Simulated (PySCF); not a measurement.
# AgSe: frontier orbitals

PBE0 at R = 2.417 Å; basis Ag x2c-TZVPPall, Se x2c-TZVPPall; spin-free X2C with a Gaussian nucleus; PySCF 2.14. State: ²Σ⁺ (doublet), unpaired electrons σ ↑, a second solution, started from another occupation. Only the outer orbitals are listed, counted within each symmetry.

```csv
spin,orbital,occ.,ε (eV),on Ag (%),main shells (%)
α,16σ,1,-11.67,86,"86 Ag d, 9 Se p"
α,8π,1,-11.47,98,98 Ag d
α,8π,1,-11.47,98,98 Ag d
α,3δ,1,-11.22,100,100 Ag d
α,3δ,1,-11.22,100,100 Ag d
α,17σ,1,-7.97,43,"56 Se p, 33 Ag s"
α,9π,1,-5.93,8,92 Se p
α,9π,1,-5.93,8,92 Se p
α,18σ,0,-3.34,82,"59 Ag s, 21 Ag p, 18 Se p"
α,10π,0,-0.42,95,92 Ag p
α,10π,0,-0.42,95,92 Ag p
β,8π,1,-11.36,98,98 Ag d
β,8π,1,-11.36,98,98 Ag d
β,16σ,1,-11.27,90,90 Ag d
β,3δ,1,-11.07,100,100 Ag d
β,3δ,1,-11.07,100,100 Ag d
β,9π,1,-5.70,7,93 Se p
β,9π,1,-5.70,7,93 Se p
β,17σ,0,-5.17,53,"48 Ag s, 46 Se p"
β,18σ,0,-2.73,67,"42 Ag s, 34 Se p, 24 Ag p"
β,10π,0,-0.09,96,92 Ag p
```

Problem. Which are the highest filled and the lowest empty level, where do they sit, and how wide is the gap?

Solution. Highest filled β 9π at -5.70 eV (in %: 93 Se p); lowest empty β 17σ at -5.17 eV (in %: 48 Ag s, 46 Se p); the gap at PBE0 is 0.53 eV.

The bond order (Mayer) is 1.12 and the ⟨S²⟩ is 0.758. The charge on Ag (Mulliken, basis-dependent) is 0.42. The charge on Ag (Löwdin, basis-dependent) is -0.02 and the dipole moment (positive dipole means Ag(−)Se(+)) is -5.64 D.

Spin–orbit coupling is left out.
